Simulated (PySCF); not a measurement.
# How methods differ on the ionisation energy of Pb⁴⁴⁺

Pb⁴⁴⁺ [Kr] 4d2 (3F) → Pb⁴⁵⁺ [Kr] 4d1 (2D), as a difference of total energies. Computed with PySCF 2.14 in an even-tempered Gaussian basis (18 s from 5.2 bohr⁻², ratio 2.5; 14 p from 6.7 bohr⁻², ratio 2.5; 8 d from 6.7 bohr⁻², ratio 2.5; 4 f from 27 bohr⁻², ratio 2.7; 3 g from 41 bohr⁻², ratio 2.7), with the spin-free X2C one-electron Hamiltonian (Gaussian nucleus). Correlated levels: outer shells: [Ar] 3d10 frozen; virtual orbitals above 40 to 60 times the deepest correlated orbital energy dropped. The calculations carry no spin-orbit coupling.

```csv
method,ionisation energy (eV)
UHF,2213.3
LDA,2214.7
PBE,2215.0
PBE0,2215.0
r2SCAN,2214.9
MP2 (outer shells),2213.1
SCS-MP2 (outer shells),2213.1
```

Spin-orbit coupling is strong in these open shells (close to jj coupling). The scalar numbers leave it out and a first-order estimate fails, so it can dominate the gap to the real levels.

Breit and QED terms and the two-electron picture change are absent.

For comparison: 2230 ± 4 eV (theoretical estimate listed by NIST; NIST Atomic Spectra Database, ionization energies).
